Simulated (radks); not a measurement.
Problem. These are the eigenvalues of the occupied orbitals of an atom or ion with whole-number occupations (hartree). Calculated with a radial shooting solver on a logarithmic mesh with Libxc functionals: Dirac Kohn-Sham, OLYP, spin-unpolarised, spherical densities, finite nucleus; Fermi nuclear charge, rms radius of each element as measured or else 0.836 A^(1/3) + 0.57 fm.

| orbital | eigenvalue |
|---|---|
| 1s1/2 | -1970.065 |
| 2s1/2 | -328.7465 |
| 2p1/2 | -312.7549 |
| 2p3/2 | -283.3520 |
| 3s1/2 | -73.77315 |
| 3p1/2 | -66.79109 |
| 3p3/2 | -60.67965 |
| 3d3/2 | -48.68258 |
| 3d5/2 | -47.34551 |
| 4s1/2 | -15.20706 |
| 4p1/2 | -12.45165 |
| 4p3/2 | -11.08810 |
| 4d3/2 | -6.54962 |
| 4d5/2 | -6.30251 |
| 5p1/2 | -1.74173 |
| 5p3/2 | -1.54573 |
| 4f5/2 | -0.89553 |
| 4f7/2 | -0.86155 |
| 6s1/2 | -0.46584 |
| 6p1/2 | -0.31056 |

Which element is it, and in what charge state? The configuration may be excited. Open shells, if any, fill j = l - 1/2 first.

Solution. Z = 66, dysprosium, charge +1: Dy+ in [Kr] 4d10 4f10 5p6 6s1 6p2. The list shows which subshells hold electrons but not how many an open one holds; the 1s level, -1970.1 hartree, gives Z - s = 62.8 by -(Z - s)^2/2, which with screening and relativity narrows Z to a few neighbours, and the depths of the outer levels then fix element, charge and occupations together.
